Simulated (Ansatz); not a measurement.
Cost and result for the atomization energy of `[NH2][GeH2][Si](N)(O)O` (14 atoms, 13 bonds).

```xyz
14

N    -1.197    2.100    1.444
Ge   -0.235    0.514    1.504
Si    0.231   -0.434   -0.635
N     1.113   -1.905   -0.768
O     1.122    0.715   -1.407
O    -1.253   -0.721   -1.288
H    -2.094    1.972    0.992
H    -0.703    2.814    0.923
H     1.074    0.832    2.255
H    -1.066   -0.462    2.362
H     2.097   -1.912   -0.547
H     0.680   -2.768   -0.476
H     1.512    0.471   -2.249
H    -1.280   -1.217   -2.109
```

Total charge 0; spin multiplicity 1. Correlated methods include outer-core shells of Ge, which these sets cover unevenly. Scalar relativity is left out up to krypton. The structure was optimised at the PBE0-D4/def2-TZVP level. It is one conformer, not always the lowest. Program: Ansatz. All runs use 2 threads of an AMD EPYC 7R13 on a shared host and a share of an NVIDIA H100 80 GB. Times are those of one run each, without the atoms' runs, and a repeat can differ threefold. Electronic energies, without spin–orbit coupling; frozen cores. CCSD(T)/CBS adds CCSD(T) − MP2 in def2-TZVPP to the MP2 limit, and its time is that of the two runs behind it. T1 = 0.012. With those shells the extrapolation isn't a true limit. B3LYP takes the VWN-RPA correlation (the form of Gaussian; ORCA's B3LYP/G).

CCSD(T)/CBS is a level of theory with its own doubt, some kJ/mol a heavy atom from the limit and from the frozen cores, so smaller differences don't rank the functionals.

```tsv
level	functions	wall time
PBE0-D4/def2-TZVPP	326	4.5 s
B3LYP-D4/def2-TZVPP (with forces)	326	4.8 s
r2SCAN-D4/def2-TZVPP (with forces)	326	6.5 s
PBE-D4/def2-TZVPP (with forces)	326	7.5 s
B2PLYP/def2-TZVPP	326	8.5 s
ωB97X-V/def2-TZVPP	326	9 s
ωB97M-V/def2-TZVPP (with forces)	326	9.5 s
MP2/def2-QZVPP	627	9.5 s
CCSD(T)/def2-TZVPP	326	12 s
CCSD(T)/CBS(def2)	–	21 s
```

(1) What atomization energy does each give, and how far from CCSD(T)/CBS? (Best estimate.)

Results:

(1) Ansatz gave: 
```json
{"level": "PBE0-D4/def2-TZVPP", "atomization (kJ/mol)": "4857.7", "difference from CCSD(T)/CBS": "-78.8", "per bond": "-6.1"}
{"level": "B3LYP-D4/def2-TZVPP (with forces)", "atomization (kJ/mol)": "4900.2", "difference from CCSD(T)/CBS": "-36.3", "per bond": "-2.8"}
{"level": "r2SCAN-D4/def2-TZVPP (with forces)", "atomization (kJ/mol)": "4893.0", "difference from CCSD(T)/CBS": "-43.5", "per bond": "-3.3"}
{"level": "PBE-D4/def2-TZVPP (with forces)", "atomization (kJ/mol)": "4969.0", "difference from CCSD(T)/CBS": "32.5", "per bond": "2.5"}
{"level": "B2PLYP/def2-TZVPP", "atomization (kJ/mol)": "4846.6", "difference from CCSD(T)/CBS": "-89.9", "per bond": "-6.9"}
{"level": "ωB97X-V/def2-TZVPP", "atomization (kJ/mol)": "4934.7", "difference from CCSD(T)/CBS": "-1.8", "per bond": "-0.1"}
{"level": "ωB97M-V/def2-TZVPP (with forces)", "atomization (kJ/mol)": "4917.9", "difference from CCSD(T)/CBS": "-18.6", "per bond": "-1.4"}
{"level": "MP2/def2-QZVPP", "atomization (kJ/mol)": "4948.4", "difference from CCSD(T)/CBS": "11.9", "per bond": "0.9"}
{"level": "CCSD(T)/def2-TZVPP", "atomization (kJ/mol)": "4776.7", "difference from CCSD(T)/CBS": "-159.8", "per bond": "-12.3"}
{"level": "CCSD(T)/CBS(def2)", "atomization (kJ/mol)": "4936.5", "difference from CCSD(T)/CBS": "0.0", "per bond": "0.0"}
```

In def2-TZVPP, CCSD(T) changes the Hartree–Fock value by +1445.6 kJ/mol (the triples alone add +78.7 kJ/mol) and MP2 by +1522.0 kJ/mol; breaking electron pairs costs correlation energy, which Hartree–Fock lacks. The D4 term adds +52.3 kJ/mol with B3LYP and +27.9 kJ/mol with PBE0; it sums over pairs of atoms, weighted by their polarisabilities, and B3LYP, whose exchange is more repulsive, gets the larger term. From PBE to PBE0 (25 % exact exchange), in def2-TZVPP and without D4, the atomization energy moves by −106.7 kJ/mol: exact exchange takes away binding that semilocal exchange gives to molecules.
